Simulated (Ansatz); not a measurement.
Calculated with Ansatz (gas phase, PBE0-D4/def2-TZVP geometries, no zero-point term in ΔE). CCSD(T)/CBS is the MP2 limit (def2-TZVPP, def2-QZVPP) plus CCSD(T) − MP2 in def2-TZVPP, frozen cores. DFT in def2-TZVPP. B3LYP here is the variant with VWN-RPA as its local correlation; programs differ in this. def2 core potentials past Kr. For Sn outer-core shells are correlated without core-valence functions, which leaves a few kJ/mol of doubt a bond. One conformer a species, not always the lowest.

Consider the substitution at a C–C bond: `CCS(C)(=O)=O` + `C[O][Sn]([OH])([O]C)[O]C` → `C[O][Sn]([O]C)([O]C)[O]C` + `CS(C)(=O)=O`.

Task: Is it downhill or uphill in electronic energy at CCSD(T)/CBS, and by how much? (Best estimate.)

Result: Ansatz gave: Uphill: ΔE = +15.8 kcal/mol.

Task: What do these levels give: r2SCAN-D4, PBE0-D4, ωB97M-V, B2PLYP, PBE, PBE0, B3LYP, CCSD/def2-TZVPP, SCS-MP2/def2-QZVPP, HF/CBS(def2), MP2/CBS(def2), CCSD/CBS(def2)? (Estimate.)

Result: Ansatz gave: r2SCAN-D4 14.8, PBE0-D4 15.4, ωB97M-V 15.5, B2PLYP 14.6, PBE 14.5, PBE0 15.3, B3LYP 13.6, CCSD/def2-TZVPP 15.2, SCS-MP2/def2-QZVPP 15.5, HF/CBS(def2) 12.8, MP2/CBS(def2) 17.0, CCSD/CBS(def2) 15.7 kcal/mol.

Largest T1 diagnostic among the species: 0.015.

In def2-TZVPP, CCSD(T) changes the Hartree–Fock value by +2.4 kcal/mol (the triples alone add +0.2 kcal/mol) and MP2 by +3.6 kcal/mol.
